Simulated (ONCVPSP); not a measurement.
Sn (Z = 50), ONCV: configuration errors across variants

Sn (Z = 50), optimised norm-conserving Vanderbilt (ONCV), made with ONCVPSP 4.0.1 (PBEsol, fully relativistic). Core [Kr] 4d10, reference 5s2 5p0.5 (charge +1.5). Waves: 5s: rc 1.80 bohr, ncon 5, nbas 8, qcut 4 1/bohr, 1 projector; 5p: rc 1.80 bohr, ncon 4, nbas 7, qcut 4.5 1/bohr, local. Local part: the p channel. Core correction: none.

Open shells are filled in proportion to 2j + 1.

All-electron excitation energies from the reference (eV): (1) 5s2 5p2 -12.967; (2) 5s2 5p1 -6.056; (3) 5s2 5p0 7.935; (4) 5s1 5p2 1.611.

5 further variants failed, have other tests or too few solved ones, and are left out.

A true bound ghost makes a file unfit for plane-wave use even where its test errors are small: the radial tests pick states by their node count and pass the ghost by.

The file “base” misses its own reference levels by 0.5 eV. The file “s: qcut 2.3” misses its own reference levels by 0.5 eV. The file “s: qcut 3.4” misses its own reference levels by 0.5 eV. The file “s: qcut 3.8” misses its own reference levels by 0.5 eV.

Errors AE − PS in meV (a dash: test not solved or not reliable):

| change | (1) | (2) | (3) | (4) | bound ghosts | GHOST(+) flags above zero |
| --- | --- | --- | --- | --- | --- | --- |
| base | -24 | -9.3 | +13 | -7.1 | s | none |
| s: qcut 2.3 | -24 | -9.3 | +13 | -6.1 | s | none |
| s: qcut 3.4 | -24 | -9.3 | +13 | -7.1 | s | none |
| s: qcut 3.8 | -24 | -9.3 | +13 | -7.1 | s | none |

Q: Give the same row for: s: qcut 2.8.

A: -24, -9.2, +13, -6.9; bound ghosts: s; GHOST(+) flags above zero: none.
